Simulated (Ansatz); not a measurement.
Mulliken charges of `[OH][In-]([OH])([OH])[SeH2+]` from PBE/def2-TZVPP in Ansatz (PBE0-D4/def2-TZVP geometry).

```tsv
atom	x (Å)	y (Å)	z (Å)	charge (e)
O1	-1.539	1.326	0.277	-0.506
In2	-0.543	-0.387	0.047	0.798
O3	0.137	-0.823	-1.783	-0.511
O4	-0.776	-1.837	1.386	-0.488
Se5	1.998	0.797	0.753	-0.061
H6	-2.181	1.279	0.989	0.179
H7	-0.314	-0.313	-2.460	0.179
H8	-0.547	-2.695	1.022	0.175
H9	1.386	2.090	0.416	0.118
H10	2.380	0.562	-0.647	0.117
```

Question: By hand: the dipole of these point charges (1 e Å = 4.8032 D).

Answer: Σ q r = (0.432, 0.302, -0.025) e Å, of length 0.528 e Å = 2.54 D.

Question: How does the dipole of the full density compare? (Estimate.)

Answer: The calculation gave: (0.402, 0.265, -0.017) e Å, 2.31 D; the point charges give 1.10 times that, at 2° from its direction.

Point charges leave out the atoms' own dipoles, such as those of lone pairs, and Mulliken's split depends on the basis, so the close match here is no proof of good charges.
